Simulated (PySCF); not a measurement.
diethyl sulfide (C4H10S), singlet, at a GFN2-xTB geometry. Base run: PySCF with M062X/3-21G.

The PySCF input:
```python
from pyscf import gto, scf, dft

mol = gto.M(
    atom='''
C     2.560674   -0.007758   -0.238388
C     1.106354    0.249564   -0.581266
S     0.038049   -0.224781    0.829016
C    -1.553893    0.475589    0.276743
C    -2.192962   -0.315920   -0.848776
H     2.850209    0.567661    0.637580
H     3.196552    0.277998   -1.074003
H     2.716776   -1.061996   -0.022780
H     0.930353    1.308383   -0.777189
H     0.803100   -0.338536   -1.448012
H    -1.375110    1.512437   -0.011201
H    -2.182656    0.457998    1.166380
H    -2.314895   -1.355578   -0.554183
H    -1.582153   -0.278953   -1.748084
H    -3.171995    0.098226   -1.082633
''',
    basis='3-21g',
    charge=0,
    spin=0,
    verbose=4,
)

mf = dft.RKS(mol)
mf.xc = 'm062x'
mf.kernel()
mf.analyze()
```

Variants of this job, named by their change:

| change | ΔE vs base (mEh) | fitting functions | dipole (D) |
|---|---|---|---|
| base | 0.000 | - | 1.92 |
| auxbasis = def2-universal-jfit | (withheld) | 357 | (withheld) |
| auxbasis = cc-pvdz-jkfit | -0.147 | 622 | 1.92 |
| auxbasis = cc-pvqz-jkfit | -0.102 | 1082 | 1.92 |
| only_dfj = on; auxbasis = def2-universal-jfit | (withheld) | 357 | 1.92 |
| auxbasis = even-tempered beta=1.6 | (withheld) | (withheld) | (withheld) |
| auxbasis = default (with mf = mf.density_fit()) | -0.128 | 608 | 1.92 |
| auxbasis = cc-pvtz-jkfit | -0.115 | 737 | 1.92 |
| auxbasis = def2-universal-jkfit | -0.128 | 608 | 1.92 |
| auxbasis = cc-pvtz-ri | -3.699 | 746 | 1.92 |

**Question.** What belongs in the gaps?

**Answer.** 
- auxbasis = def2-universal-jfit, ΔE vs base (mEh): 1213.7
- auxbasis = def2-universal-jfit, dipole (D): 1.90
- only_dfj = on; auxbasis = def2-universal-jfit, ΔE vs base (mEh): -0.691
- auxbasis = even-tempered beta=1.6, ΔE vs base (mEh): -4.084
- auxbasis = even-tempered beta=1.6, fitting functions: 545
- auxbasis = even-tempered beta=1.6, dipole (D): 1.94

A fitting set is made for a task (jfit for Coulomb, jkfit for Coulomb and exchange, ri for correlation) and for a family of orbital bases.
